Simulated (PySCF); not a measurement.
H7HfN3O, SMILES [NH2][Hf]([NH2])([NH2])[OH], multiplicity 1.

The structure is a stationary point at PBE-D3(BJ)/def2-SVP. The multiplicity is an assumed one; no other spin state was optimised. The structure was generated by enumeration; whether it is a known compound was not checked. The def2 effective core potentials stand for the cores of Hf; spin–orbit coupling is left out. Other conformers were not sampled.

All values below come from PBE-D3(BJ)/def2-SVP (PySCF).

Frequencies are harmonic and unscaled.

Modes within 1.5 cm⁻¹ of each other (mostly degenerate sets) share a row, with their intensities summed.

```json
[
 {"mode": "1–2", "ν (cm⁻¹)": "79", "IR (km/mol)": "53.8", "moving atoms (share of kinetic energy)": "H 51 %, N 28 %, O 20 %"},
 {"mode": "3–4", "ν (cm⁻¹)": "144", "IR (km/mol)": "1.5", "moving atoms (share of kinetic energy)": "N 32 %, O 31 %, H 23 %, Hf 14 %"},
 {"mode": "5", "ν (cm⁻¹)": "147", "IR (km/mol)": "1.1", "moving atoms (share of kinetic energy)": "N 58 %, H 27 %, Hf 13 %"},
 {"mode": "6–7", "ν (cm⁻¹)": "189", "IR (km/mol)": "61.7", "moving atoms (share of kinetic energy)": "H 66 %, N 32 %"},
 {"mode": "8–9", "ν (cm⁻¹)": "304", "IR (km/mol)": "159.5", "moving atoms (share of kinetic energy)": "H 91 %, O 8 %"},
 {"mode": "10", "ν (cm⁻¹)": "361", "IR (km/mol)": "0.3", "moving atoms (share of kinetic energy)": "H 97 %"},
 {"mode": "11", "ν (cm⁻¹)": "431", "IR (km/mol)": "141.7", "moving atoms (share of kinetic energy)": "H 82 %, N 18 %"},
 {"mode": "12–13", "ν (cm⁻¹)": "449", "IR (km/mol)": "253.0", "moving atoms (share of kinetic energy)": "H 80 %, N 19 %"},
 {"mode": "14", "ν (cm⁻¹)": "469", "IR (km/mol)": "60.7", "moving atoms (share of kinetic energy)": "H 77 %, N 21 %"},
 {"mode": "15–16", "ν (cm⁻¹)": "485", "IR (km/mol)": "21.0", "moving atoms (share of kinetic energy)": "H 76 %, N 23 %"},
 {"mode": "17–18", "ν (cm⁻¹)": "599", "IR (km/mol)": "276.7", "moving atoms (share of kinetic energy)": "N 72 %, H 15 %, Hf 12 %"},
 {"mode": "19", "ν (cm⁻¹)": "614", "IR (km/mol)": "55.4", "moving atoms (share of kinetic energy)": "N 79 %, H 15 %"},
 {"mode": "20", "ν (cm⁻¹)": "670", "IR (km/mol)": "106.4", "moving atoms (share of kinetic energy)": "O 82 %, Hf 8 %"},
 {"mode": "21–23", "ν (cm⁻¹)": "1459", "IR (km/mol)": "73.0", "moving atoms (share of kinetic energy)": "H 90 %, N 10 %"},
 {"mode": "24–25", "ν (cm⁻¹)": "3454", "IR (km/mol)": "71.4", "moving atoms (share of kinetic energy)": "H 96 %"},
 {"mode": "26", "ν (cm⁻¹)": "3455", "IR (km/mol)": "8.3", "moving atoms (share of kinetic energy)": "H 95 %"},
 {"mode": "27–29", "ν (cm⁻¹)": "3544", "IR (km/mol)": "41.6", "moving atoms (share of kinetic energy)": "H 92 %, N 8 %"},
 {"mode": "30", "ν (cm⁻¹)": "3902", "IR (km/mol)": "199.8", "moving atoms (share of kinetic energy)": "H 94 %"}
]
```
